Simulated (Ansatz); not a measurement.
`CCCO[SiH3]` + `[SiH3]S` → `[SiH3]OCS[SiH3]` + `CC`  (substitution at a C–C bond)

Computed with Ansatz on PBE0-D4/def2-TZVP structures; ΔE is electronic, products minus reactants. CCSD(T)/CBS adds triple-zeta CCSD(T) − MP2 to the extrapolated MP2 energy (def2 sets, frozen cores). This one scheme is used for every species. DFT in def2-TZVPP. Each species was taken in one conformer, which may not be the lowest.

Problem. Is it downhill or uphill in electronic energy at CCSD(T)/CBS, and by how much? (An estimate is asked.)

Solution. Computed: Uphill: ΔE = +4.4 kcal/mol.

Problem. What do these levels give: r2SCAN-D4, B2PLYP, PBE, CCSD(T)/def2-TZVPP, MP2/def2-QZVPP, CCSD/CBS(def2)? (Best estimate.)

Solution. Ansatz gave: r2SCAN-D4 3.5, B2PLYP 4.3, PBE 3.2, CCSD(T)/def2-TZVPP 4.8, MP2/def2-QZVPP 3.9, CCSD/CBS(def2) 5.1 kcal/mol.

Largest T1 diagnostic among the species: 0.012.

From PBE to PBE0 (25 % exact exchange), in def2-TZVPP and without D4, ΔE moves by +1.1 kcal/mol. In def2-TZVPP, CCSD(T) changes the Hartree–Fock value by −1.8 kcal/mol (the triples alone add −0.7 kcal/mol) and MP2 by −2.5 kcal/mol.
